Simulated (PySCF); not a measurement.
2-methylidene-3H-selenophene (C₅H₆Se), SMILES C1C=C[Se]C1=C.

Geometry: PBE-D3(BJ)/def2-SVP. One conformer was computed; it need not be the lowest.

The numbers are results of PBE0/def2-TZVP (PySCF), not measurements.

The molecule is in vacuum.

```
Item                                                                                                             Value
---------------------------------------------------------------------------------------------  -----------------------
total energy                                                                                       -2595.19711 hartree
point group                                                                                                         Cs
highest occupied level                                                                                        -5.66 eV
lowest empty level                                                                                            -0.29 eV
orbital gap                                                                                                    5.37 eV
dipole moment                                                                                                   1.50 D
quadrupole, principal values (traceless, Buckingham form, about the centre of nuclear charge)    -8.16, 3.47, 4.69 D·Å
mean static polarisability                                                                       82.9 bohr³ (12.28 Å³)
polarisability, principal values                                                               51.9, 92.8, 104.0 bohr³
```
